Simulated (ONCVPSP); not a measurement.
What one change does to a pseudopotential (Pt (Z = 78), ONCV)

Pt, optimised norm-conserving Vanderbilt (ONCV), made with ONCVPSP 4.0.1 (revPBE, scalar-relativistic). Core [Kr] 4d10 4f14, reference 5s2 5p6 5d9 6s1. Waves: 5s+6s: rc 1.65 bohr, ncon 4, nbas 7, qcut 9.5 1/bohr, 3 projectors, debl 3.4 Ha; 5p: rc 1.85 bohr, ncon 4, nbas 7, qcut 8.4 1/bohr, 2 projectors, debl 3 Ha; 5d: rc 1.65 bohr, ncon 4, nbas 9, qcut 6.1 1/bohr, 2 projectors, debl 3.5 Ha. Local part: polynomial inside 1.35 bohr (lpopt 1, dvloc0 0 Ha). Core correction: Teter function, fcfact 2.75, rcfact 1.7.

Change: core correction Teter function, fcfact 3.7, rcfact 1.7.

Cutoffs: the cutoffs (Ha) at which the residual kinetic energy of the hardest occupied pseudo-wave falls to 1 and 0.1 mHa per electron; they do not see the model core or the augmentation charge, which bear on the density cutoff. Errors are all-electron minus pseudo energies relative to the spin-unpolarised reference configuration.

Q: Predict the effect on cutoff, ghosts and configuration errors.

A: The potential gets neither clearly harder nor softer (28 Ha and 43 Ha → 28 Ha and 43 Ha); of the 4 tests that both files solve, the error grows in 2 and shrinks in 0 by more than 15 % and 0.3 meV (median size 9.1 → 10.2 meV); neither file shows a bound ghost. A model core, the more so a compact one, raises the density cutoff, which this test does not measure.

| quantity | base | changed |
| --- | --- | --- |
| cutoff, loose | 28 Ha | 28 Ha |
| cutoff, tight | 43 Ha | 43 Ha |
| bound ghosts | none | none |
| GHOST(+) flags under 300 eV | none | none |
| error for 5s2 5p6 5d9 6s0, meV [ΔE 9.07 eV] | -6.7 | -7.4 |
| error for 5s2 5p6 5d8 6s0, meV [ΔE 28.95 eV] | -8.5 | -10.0 |
| error for 5s2 5p6 5d7 6s0, meV [ΔE 61.09 eV] | -26 | -32 |
| error for 5s2 5p6 5d10 6s0, meV [ΔE -0.05 eV] | -9.6 | -11 |
| s: phases at 1.67 bohr within 0.05 rad from the reference energy up to (Ha; the scan ends near 5) | to the end of the scan | to the end of the scan |
| p: phases at 1.88 bohr within 0.05 rad from the reference energy up to (Ha; the scan ends near 5) | to the end of the scan | to the end of the scan |
| d: phases at 1.67 bohr within 0.05 rad from the reference energy up to (Ha; the scan ends near 5) | to the end of the scan | to the end of the scan |
| rms error of d²Exc/dni dnj with the model core, mHa | 1.91 | 3.01 |
